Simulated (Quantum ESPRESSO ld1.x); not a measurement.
Values are calculated unless marked as measured or tabulated.
Species: the calcium ion Ca5+. Configuration: [Ne] 3s2 3p3 (the NIST ground configuration). Code: ld1.x of Quantum ESPRESSO 7.5. Model: Dirac Kohn-Sham, LDA (Slater exchange, VWN5 correlation), spin-unpolarised, spherical densities, point nucleus; open shells fill j = l - 1/2 first.

Normalised radial functions P(r) = r R(r) (large component), r in bohr:

| r | 3s1/2 | 3p1/2 | 3d3/2 |
|---|---|---|---|
| 0.008134 | 0.1402 | 0.0068 | 0.0000 |
| 0.01026 | 0.1686 | 0.0103 | 0.0001 |
| 0.01304 | 0.2015 | 0.0160 | 0.0001 |
| 0.01645 | 0.2354 | 0.0242 | 0.0002 |
| 0.02091 | 0.2703 | 0.0369 | 0.0005 |
| 0.02636 | 0.3000 | 0.0551 | 0.0009 |
| 0.03325 | 0.3198 | 0.0812 | 0.0017 |
| 0.04227 | 0.3214 | 0.1192 | 0.0033 |
| 0.0533 | 0.2945 | 0.1692 | 0.0061 |
| 0.06776 | 0.2262 | 0.2362 | 0.0115 |
| 0.08546 | 0.1129 | 0.3150 | 0.0207 |
| 0.1078 | -0.0467 | 0.4018 | 0.0366 |
| 0.137 | -0.2451 | 0.4863 | 0.0640 |
| 0.1728 | -0.4332 | 0.5398 | 0.1064 |
| 0.2196 | -0.5642 | 0.5332 | 0.1732 |
| 0.277 | -0.5623 | 0.4334 | 0.2657 |
| 0.3493 | -0.3843 | 0.2202 | 0.3883 |
| 0.4441 | -0.0155 | -0.1113 | 0.5421 |
| 0.56 | 0.4420 | -0.4868 | 0.7005 |
| 0.712 | 0.8677 | -0.8328 | 0.8428 |
| 0.8979 | 1.0784 | -1.0182 | 0.9185 |
| 1.132 | 1.0170 | -0.9905 | 0.8948 |
| 1.439 | 0.7315 | -0.7628 | 0.7531 |
| 1.815 | 0.4019 | -0.4626 | 0.5347 |
| 2.308 | 0.1541 | -0.2035 | 0.2981 |
| 2.91 | 0.0411 | -0.0644 | 0.1280 |
| 3.67 | 0.0068 | -0.0132 | 0.0389 |

3s1/2: eigenvalue -116.45 eV, 2 radial nodes at r = 0.101, 0.448 bohr, <r> = 1.07 bohr, 90 % of the charge inside 1.58 bohr. 3p1/2: eigenvalue -96.516 eV, 1 radial node at r = 0.413 bohr, <r> = 1.12 bohr, 90 % of the charge inside 1.68 bohr. 3d3/2 (empty): eigenvalue -65.958 eV, 0 radial nodes, <r> = 1.19 bohr, 90 % of the charge inside 1.88 bohr.
